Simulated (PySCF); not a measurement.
H₂Cl₂Si, charge +1, doublet, geometry from GFN2-xTB (a state made from the parent by changing its charge; the spin is typed, not shown lowest), atoms displaced at random by about 0.1 Å a coordinate. Base run: B3LYP/6-31G run with PySCF.

Input for PySCF:
```python
from pyscf import gto, scf, dft
from pyscf.geomopt import geometric_solver

mol = gto.M(
    atom='''
Si   -0.06125228   -0.57910189    0.00426290
Cl    1.65605192    0.36668799    0.07542215
Cl   -1.74379469    0.44935844    0.00353624
H    -0.05675351   -1.79676159    1.02789606
H    -0.01864814   -1.68246659   -0.88334644
''',
    basis='6-31g',
    charge=1,
    spin=1,
    verbose=3,
)

def method(m):
    mf = dft.UKS(m)
    mf.xc = 'b3lyp'
    return mf

conv, mol_eq = geometric_solver.kernel(method(mol), maxsteps=100)
print('optimisation converged:', conv)
print(mol_eq.tostring(format='xyz'))
mf = method(mol_eq)
mf.kernel()
```

Variants of this job, named by their change:

```csv
change,ΔE vs base (kJ/mol),optimiser steps,core-seconds (rough),outcome
base,0.00,9,50,converged
convergence_set = GAU_VERYTIGHT,-,-,-,stopped with an error
coordsys = dlc,0.00,9,70,converged
convergence_set = NWCHEM_LOOSE,0.00,9,60,converged
convergence_set = TURBOMOLE,0.00,14,90,converged
trust = 0.02,0.00,12,70,converged
coordsys = cart,0.00,18,100,converged
```

Open shells are given as the SCF converged; they aren't shown to be the lowest states, and a large step between rows can be another state.

- convergence_set = GAU_VERYTIGHT: ended with `RuntimeError: Nuclear gradients of <pyscf.scf.hf.UKS_Scanner object> not converged`
